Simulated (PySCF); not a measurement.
## A thermochemical cycle for SiI

CCSD(T) in PySCF with def2-TZVPPD on every atom (core potentials on I), for the lowest determinant that a PBE0 search found; no spin–orbit coupling. SiI, a doublet (π ↑), has De = 3.12 eV to neutral atoms, and SiI⁺, a singlet (closed shell), has De = 4.16 eV to Si⁺ + I.

The adiabatic ionisation energy of SiI, between the minima, is 7.07 eV.

Question: Which ionisation energy of the Si atom does this level give?

Answer: IE(Si) = IE(molecule) + De(ion) − De(neutral) = 7.07 + 4.16 − 3.12 = 8.11 eV; the measured value is 8.152 eV (NIST ASD).

Correlated steps freeze 9 core orbitals. These are scalar-relativistic numbers at best; spin–orbit coupling would shift them, the dissociation energy most. For an ion De counts to the pair picked by the measured ionisation energies or electron affinities, which need not be the lowest pair at this level. Where the molecule has an RHF reference, its open-shell atoms are computed with UHF. States were picked by a PBE0 search and need not be the measured ground states.
